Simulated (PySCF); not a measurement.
4,4-dichlorobut-1-ene (C4H6Cl2), SMILES C=CCC(Cl)Cl. Atoms are numbered in the order given.

```xyz
12

C     -3.1492     0.0285    -0.5211
C     -1.9063    -0.4253    -0.6884
C     -0.6864     0.4556    -0.7357
C      0.2838     0.1813     0.4078
Cl     0.9049    -1.4865     0.3383
Cl     1.6335     1.3389     0.3613
H     -4.0055    -0.6522    -0.4958
H     -3.3591     1.0987    -0.4107
H     -1.7284    -1.5018    -0.7941
H     -0.9755     1.5165    -0.6745
H     -0.1352     0.3135    -1.6802
H     -0.2015     0.2940     1.3848
```
Charge 0, spin multiplicity 1.

Geometry: ωB97X-D3(BJ)/def2-SVP. Other conformers were not sampled.

Level of theory: PBE0/pcSseg-1 (PySCF).

GIAO shieldings, no solvent; atoms listed in one row are averaged. δ = σ(ref) − σ: ¹³C against TMS (σ = 186.3 ppm); ³⁵Cl against HCl (σ = 945.9 ppm); ¹H against TMS (σ = 31.56 ppm), references at their B3LYP-D3(BJ)/def2-TZVP geometries, non-relativistic (without spin–orbit terms, shifts of atoms bonded to Cl or Br come out too high).

```
nucleus   atoms  count  δ (ppm)
-------  ------  -----  -------
¹³C          C2      1    145.1
¹³C          C1      1    129.8
¹³C          C4      1     87.6
¹³C          C3      1     55.1
³⁵Cl        Cl6      1    282.8
³⁵Cl        Cl5      1    252.0
¹H           H9      1     6.50
¹H       H7, H8      2     5.81
¹H          H12      1     5.55
¹H          H11      1     3.07
¹H          H10      1     2.74
```
